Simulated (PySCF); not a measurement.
Species: C4H9NSi2.
Numbering: `[N:1]#[C:2][Si@@H:3]([SiH3:4])[CH:5]1[CH2:6][CH2:7]1` (hydrogens: H8 on Si3; H9, H10, H11 on Si4; H12 on C5; H13, H14 on C6; H15, H16 on C7)

Method: TDDFT PBE0/def2-SVPD, vertical, gas phase, core orbitals frozen in the response (PySCF 2.14.0, density-fitted response routines). The structure is a single GFN2-xTB conformer in the gas phase; no vibrational or solvent corrections. Torsions of this conformer, `[N:1]#[C:2][Si@@H:3]([SiH3:4])[CH:5]1[CH2:6][CH2:7]1`: C2–Si3–C5–C6 85°.

| state | E (eV) | λ (nm) | ν̃ (cm⁻¹) | f | main configurations (H = HOMO, L = LUMO) |
| --- | --- | --- | --- | --- | --- |
| S1 | 6.62 | 187.3 | 53390 | 0.043 | H→L (75%) |
| S2 | 6.71 | 184.7 | 54140 | 0.021 | H→L+1 (77%), H→L (10%) |
| S3 | 6.90 | 179.7 | 55630 | 0.019 | H-1→L (67%) |
| S4 | 7.13 | 174.0 | 57480 | 0.018 | H-1→L+1 (22%), H→L+2 (19%), H-1→L (16%) |
| S5 | 7.22 | 171.6 | 58270 | 0.025 | H-1→L+1 (49%), H→L+2 (21%), H-2→L (13%) |
| S6 | 7.26 | 170.7 | 58580 | 0.063 | H→L+2 (36%), H-2→L (33%), H-3→L (10%) |
| S7 | 7.46 | 166.2 | 60150 | 0.014 | H-3→L (25%), H-2→L+1 (16%), H-1→L+2 (12%) |
| S8 | 7.56 | 164.0 | 60960 | 0.055 | H-1→L+2 (14%), H-3→L+1 (13%), H→L+2 (10%) |

Triplets (Tamm–Dancoff): T1 5.71 eV, H→L (44%), H-2→L (10%); T2 6.02 eV, H→L+1 (33%), H→L (30%), H-2→L+1 (12%); T3 6.10 eV, H→L+1 (33%), H-1→L (15%).

The lowest singlet lies at 6.62 eV (187 nm, vacuum ultraviolet) and is of moderate strength; its leading configuration is HOMO→LUMO (75%). The most intense listed level is S6 at 7.26 eV (171 nm, f = 0.063), 0.64 eV above S1. Löwdin shares by element: HOMO silicon 34%, carbon 34% or more (atoms not listed hold the other 32%); LUMO silicon 42%, carbon 18% or more, nitrogen 16% (atoms not listed hold the other 24%). Of the 8 states listed, 8 reach f = 0.01 and none stays under 0.0005. Orbital energies (eV): HOMO-3 -9.55, HOMO-2 -9.42, HOMO-1 -8.86, HOMO -8.44, LUMO -0.70, LUMO+1 -0.51, LUMO+2 -0.08. The oscillator strengths of these states sum to 0.258; summed over the whole spectrum of an exact calculation they would give the number of electrons, 68 (Thomas–Reiche–Kuhn). Singlets were solved by full linear response, triplets in the Tamm–Dancoff approximation.
